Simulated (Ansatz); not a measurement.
`[OH][GeH2][Br]` → `[GeH][Br]` + H₂O at 500 K and 1 bar (germylene formation by 1,1-elimination).

Gas-phase electronic energies from Ansatz, PBE0-D4/def2-TZVP geometries. CCSD(T)/CBS is the MP2 limit (def2-TZVPP, def2-QZVPP) plus CCSD(T) − MP2 in def2-TZVPP, frozen cores. This one scheme is used for every species. For Br, Ge outer-core shells are correlated without core-valence functions, which leaves a few kJ/mol of doubt a bond. Scalar relativity is left out up to krypton. One conformer a species, not always the lowest.

```tsv
species	CCSD(T)/CBS energy (Eh)	H − E (kJ/mol)	S (J/(mol·K))
`[OH][GeH2][Br]`	-4726.46896	113.2	359.0
`[GeH][Br]`	-4650.03665	38.0	299.7
H₂O	-76.37941	73.2	206.3
```

H − E and S are ideal-gas, rigid-rotor, harmonic terms from PBE0-D4/def2-TZVP, for one conformer and one mirror image of each species. 1 Eh = 2625.50 kJ/mol, R = 8.31446 J/(mol·K).

Q: By hand: ΔE, ΔH, ΔS and ΔG.

A: ΔE = (-4650.03665) + (-76.37941) − (-4726.46896) = 0.05290 Eh = 138.9 kJ/mol. Δ(H − E) = 38.0 + 73.2 − 113.2 = -2.0, so ΔH = 136.9 kJ/mol. ΔS = 299.7 + 206.3 − 359.0 = 147.0 J/(mol·K). ΔG = 136.9 − 500 × (147.0)/1000 = 63.4 kJ/mol.

Q: By hand: the equilibrium constant, and the temperature at which ΔG would vanish if ΔH and ΔS stayed fixed.

A: log₁₀ K = −ΔG/(RT ln 10) = -6.6. ΔG = 0 at ΔH/ΔS = 931 K.

The number of gas molecules changes by +1, which sets the sign of ΔS. A doubt of 5 kJ/mol in ΔE shifts log₁₀ K by 0.5 here. Other conformers and mirror images would add mixing entropy, several J/(mol·K) or more a flexible species. These are equilibria of isolated gas molecules and say nothing of rates. Largest T1 diagnostic: 0.011 (customary marks: 0.02 for closed shells, 0.045 for open ones).
